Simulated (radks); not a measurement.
Initial-state core-level shifts of neutral phosphorus when its valence configuration changes from [Ne] 3s2 3p3. Calculated with a radial shooting solver on a logarithmic mesh with Libxc functionals: scalar-relativistic Kohn-Sham, r2SCAN, spin-unpolarised, spherical densities, finite nucleus; meta-GGA in the generalised Kohn-Sham scheme; Fermi nuclear charge, rms radius 3.1889 fm. Shifts are changes of the shell-averaged eigenvalues in eV (positive: less bound); the change of the density at the nucleus, which sets a Mossbauer isomer shift, is in e/bohr^3, on a base of 2391.

valence	1s	2s	2p	density at nucleus
3p5	-3.396	-3.230	-3.228	-13.6587
3s1 3p4	-1.738	-1.653	-1.652	-6.7127
3s1.5 3p3.5	-0.880	-0.837	-0.837	-3.3238
3s0.5 3p4.5	-2.576	-2.450	-2.448	-10.1596
